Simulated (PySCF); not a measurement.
Zn(Et) (C₂H₅Zn), SMILES C[CH2][Zn+], charge +1.

The structure is a stationary point at PBE0-D3(BJ)/def2-SVP. The spin state was assumed, not searched. The isomer is the one that the SMILES or the coordinates give; other isomers of the formula were not compared.

Method: PySCF with TDA-PBE/def2-SVPD.

Vertical excitations. The molecule is in vacuum. State labels are in the subgroup Cs.

Computed UV-visible absorptions:
| state | symmetry | energy (eV) | λ (nm) | f | main pairs |
|---|---|---|---|---|---|
| S1 | A" | 4.18 | 297 | 0.000 | HOMO−1→LUMO 100 % |
| S2 | A' | 4.76 | 260 | 0.470 | HOMO→LUMO 72 %, HOMO−2→LUMO 18 % |
| S3 | A' | 5.59 | 222 | 0.177 | HOMO−2→LUMO 78 % |
| S4 | A' | 6.59 | 188 | 0.123 | HOMO−3→LUMO 66 %, HOMO→LUMO+1 15 % |
| S5 | A" | 6.83 | 182 | 0.004 | HOMO−4→LUMO 88 % |
| S6 | A' | 6.93 | 179 | 0.234 | HOMO→LUMO+1 79 %, HOMO−3→LUMO 14 % |
| S7 | A" | 6.93 | 179 | 0.175 | HOMO→LUMO+2 84 % |
| S8 | A" | 7.32 | 169 | 0.002 | HOMO−1→LUMO+1 100 % |
| S9 | A' | 7.45 | 166 | 0.026 | HOMO−1→LUMO+2 94 % |
| S10 | A" | 8.40 | 148 | 0.000 | HOMO−6→LUMO 100 % |
| T1 | A' | 2.42 | 512 | 0 | HOMO→LUMO 99 % |
| T2 | A" | 3.97 | 312 | 0 | HOMO−1→LUMO 100 % |
| T3 | A' | 5.05 | 246 | 0 | HOMO−2→LUMO 99 % |
| T4 | A' | 5.44 | 228 | 0 | HOMO−3→LUMO 95 % |
Triplets are in the Tamm–Dancoff approximation.
